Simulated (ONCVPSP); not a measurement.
**u(r) = r·R(r): atom against pseudo-atom (Cr)**

Columns: radius, all-electron u(r) and pseudo u(r) of the 3p shell (level -45.44 eV) of chromium in the configuration [Ne] 3s2 3p6 3d5 4s1; PBE, scalar-relativistic, ONCV scheme, ONCVPSP 4.0.1.

```json
{"r (bohr)": "0.070", "all-electron": "-0.3282", "pseudo": "0.0234"}
{"r (bohr)": "0.140", "all-electron": "-0.5580", "pseudo": "0.0913"}
{"r (bohr)": "0.210", "all-electron": "-0.4845", "pseudo": "0.1967"}
{"r (bohr)": "0.280", "all-electron": "-0.2256", "pseudo": "0.3297"}
{"r (bohr)": "0.350", "all-electron": "0.0955", "pseudo": "0.4778"}
{"r (bohr)": "0.420", "all-electron": "0.4026", "pseudo": "0.6280"}
{"r (bohr)": "0.490", "all-electron": "0.6588", "pseudo": "0.7682"}
{"r (bohr)": "0.560", "all-electron": "0.8525", "pseudo": "0.8885"}
{"r (bohr)": "0.630", "all-electron": "0.9841", "pseudo": "0.9817"}
{"r (bohr)": "0.700", "all-electron": "1.0608", "pseudo": "1.0441"}
{"r (bohr)": "0.770", "all-electron": "1.0928", "pseudo": "1.0755"}
{"r (bohr)": "0.840", "all-electron": "1.0902", "pseudo": "1.0780"}
{"r (bohr)": "0.910", "all-electron": "1.0624", "pseudo": "1.0560"}
{"r (bohr)": "0.980", "all-electron": "1.0171", "pseudo": "1.0149"}
{"r (bohr)": "1.050", "all-electron": "0.9605", "pseudo": "0.9604"}
{"r (bohr)": "1.120", "all-electron": "0.8973", "pseudo": "0.8977"}
{"r (bohr)": "1.190", "all-electron": "0.8311", "pseudo": "0.8312"}
{"r (bohr)": "1.260", "all-electron": "0.7645", "pseudo": "0.7644"}
{"r (bohr)": "1.330", "all-electron": "0.6992", "pseudo": "0.6991"}
{"r (bohr)": "1.400", "all-electron": "0.6365", "pseudo": "0.6364"}
{"r (bohr)": "1.470", "all-electron": "0.5772", "pseudo": "0.5771"}
{"r (bohr)": "1.540", "all-electron": "0.5217", "pseudo": "0.5216"}
{"r (bohr)": "1.610", "all-electron": "0.4702", "pseudo": "0.4701"}
{"r (bohr)": "1.680", "all-electron": "0.4228", "pseudo": "0.4228"}
{"r (bohr)": "1.750", "all-electron": "0.3794", "pseudo": "0.3794"}
{"r (bohr)": "1.820", "all-electron": "0.3399", "pseudo": "0.3398"}
```

Q: How many radial nodes do the two functions have?

A: The all-electron 3p function has n − l − 1 = 1; the pseudo-wave has 0, since the states of the same l below it are removed with the core.

Q: At about which radius was the pseudo-wave matched?

A: 1.30 bohr. The columns agree to 0.0005 from 1.05 bohr on; several derivatives are matched, so the curves merge somewhat inside the radius.

Q: Is the pseudo-wave norm-conserving?

A: Yes: the ONCV scheme keeps the norm inside the radius equal to the all-electron one, which fixes the energy derivative of the logarithmic derivative at the level.
